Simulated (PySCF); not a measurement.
Computed IR spectrum (relative IR intensity) of a molecule C2H6BFN2. Geometry optimised at B3LYP-D3(BJ)/def2-SVP. One conformer was computed; it need not be the lowest. Calculation: B3LYP-D3(BJ)/def2-SVP (PySCF). Harmonic, unscaled wavenumbers; measured fundamentals usually lie a few per cent lower.

ν (cm⁻¹): 154 (vw), 487 (s), 501 (vw), 619 (m), 889 (w), 947 (w), 1026 (w), 1147 (vw), 1263 (s), 1385 (m), 1426 (m), 1463 (w), 1590 (vs), 2943 (m), 2965 (m), 3067 (w), 3085 (w), 3588 (w), 3705 (m) (against the strongest line: vs over 80 %, s over 45 %, m over 15 %, w over 4 %, vw less)

Task: Which molecule gave these data?
(A) FB1NCCN1
(B) C=C(F)B(N)N
(C) NB(N)/C=C\F
(D) C/N=C/B(N)F

Result: D, C/N=C/B(N)F
